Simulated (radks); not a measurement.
Initial-state core-level shifts of the selenium ion Se2+ when its valence configuration changes from [Ar] 3d10 4s2 4p2. Calculated with a radial shooting solver on a logarithmic mesh with Libxc functionals: Dirac Kohn-Sham, PBE, spin-unpolarised, spherical densities, finite nucleus; open shells are shared between the two j in proportion to 2j + 1; Fermi nuclear charge, rms radius 4.14 fm. Shifts are changes of the shell-averaged eigenvalues in eV (positive: less bound); the change of the density at the nucleus, which sets a Mossbauer isomer shift, is in e/bohr^3, on a base of 3.977e+04.

[
 {"valence": "3d10 4p4", "1s": "-3.229", "2p": "-3.117", "3s": "-3.190", "3p": "-3.171", "density at nucleus": "-65.034"},
 {"valence": "3d9.5 4s2 4p2.5", "1s": "-7.412", "2p": "-8.105", "3s": "-6.488", "3p": "-6.367", "density at nucleus": "+7.972"},
 {"valence": "3d9 4s2 4p3", "1s": "-15.031", "2p": "-16.460", "3s": "-13.049", "3p": "-12.811", "density at nucleus": "+16.281"},
 {"valence": "3d8 4s2 4p4", "1s": "-30.881", "2p": "-33.902", "3s": "-26.369", "3p": "-25.905", "density at nucleus": "+33.868"},
 {"valence": "3d7 4s2 4p5", "1s": "-47.533", "2p": "-52.296", "3s": "-39.920", "3p": "-39.252", "density at nucleus": "+52.682"},
 {"valence": "3d6 4s2 4p6", "1s": "-64.975", "2p": "-71.617", "3s": "-53.672", "3p": "-52.828", "density at nucleus": "+72.662"},
 {"valence": "3d7 4s1 4p6", "1s": "-48.848", "2p": "-53.593", "3s": "-41.233", "3p": "-40.556", "density at nucleus": "+9.449"},
 {"valence": "3d9.5 4p4.5", "1s": "-10.527", "2p": "-11.122", "3s": "-9.566", "3p": "-9.427", "density at nucleus": "-60.720"},
 {"valence": "3d8.5 4p5.5", "1s": "-25.754", "2p": "-27.888", "3s": "-22.551", "3p": "-22.179", "density at nucleus": "-51.184"}
]
